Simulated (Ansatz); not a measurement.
C9H14IN⁺, that is N-butylpyridinium iodide with one electron fewer. Total charge 1; doublet. Geometry PBE0-D4/def2-SVP, that of the neutral singlet; atoms count from 1.

```xyz
25

C    -0.7278   -3.7005   -0.6872
C    -1.3381   -2.4031   -0.1803
C    -0.4129   -1.2084   -0.3651
C    -1.0507    0.0826    0.1278
N    -0.1219    1.2145    0.1386
C     0.3200    1.7051    1.3271
C     1.1632    2.8394    1.3234
C     1.6555    3.3244    0.1402
C     1.2996    2.6863   -1.0739
C     0.4163    1.6440   -1.0356
H    -0.5013   -3.6427   -1.7641
H    -1.4090   -4.5510   -0.5341
H     0.2135   -3.9242   -0.1613
H    -2.3003   -2.2166   -0.6922
H    -1.5774   -2.5046    0.8929
H    -0.1430   -1.1119   -1.4316
H     0.5234   -1.3628    0.1976
H    -1.9246    0.3593   -0.4852
H    -1.3999   -0.0494    1.1609
H    -0.2527    1.4243    2.2065
H     1.4329    3.2775    2.2846
H     2.3201    4.1905    0.1318
H     1.6952    3.0214   -2.0328
H     0.0771    1.1251   -1.9327
I     2.0426   -0.2191    2.4445
```

In the def2 sets I takes a core potential; there is no spin–orbit coupling.

Question: Estimate the Mulliken populations from the PBE0/def2-TZVP orbitals of Ansatz.

Answer: 
| atom | charge (e) | spin (α − β) |
| --- | --- | --- |
| C1 | -0.37 | 0.00 |
| C2 | -0.19 | 0.00 |
| C3 | -0.25 | 0.00 |
| C4 | -0.18 | 0.00 |
| N5 | 0.16 | 0.06 |
| C6 | -0.25 | -0.06 |
| C7 | -0.04 | 0.09 |
| C8 | -0.09 | -0.03 |
| C9 | -0.08 | 0.07 |
| C10 | -0.04 | 0.01 |
| H11 | 0.13 | 0.00 |
| H12 | 0.16 | 0.00 |
| H13 | 0.13 | 0.00 |
| H14 | 0.12 | 0.00 |
| H15 | 0.12 | 0.00 |
| H16 | 0.12 | 0.00 |
| H17 | 0.13 | 0.00 |
| H18 | 0.18 | 0.00 |
| H19 | 0.16 | 0.00 |
| H20 | 0.27 | 0.00 |
| H21 | 0.20 | 0.00 |
| H22 | 0.19 | 0.00 |
| H23 | 0.20 | 0.00 |
| H24 | 0.20 | 0.00 |
| I25 | 0.02 | 0.85 |
Mulliken values depend strongly on the basis.

Question: Where does the spin sit?

Answer: Summed by element: C 0.09, N 0.06, H 0.00, I 0.85, of 1 unpaired in all. Largest on single atoms: I25 0.85, C7 0.09, C9 0.07.

Question: And the Mayer bond orders between heavy atoms (over 0.3)?

Answer: C1–C2 1.02 (1.52 Å); C2–C3 1.01 (1.52 Å); C3–C4 0.98 (1.52 Å); C4–N5 0.85 (1.46 Å); N5–C6 1.29 (1.36 Å); N5–C10 1.27 (1.36 Å); C6–C7 1.35 (1.41 Å); C6–I25 0.33 (2.81 Å); C7–C8 1.49 (1.37 Å); C8–C9 1.37 (1.42 Å); C9–C10 1.51 (1.37 Å).
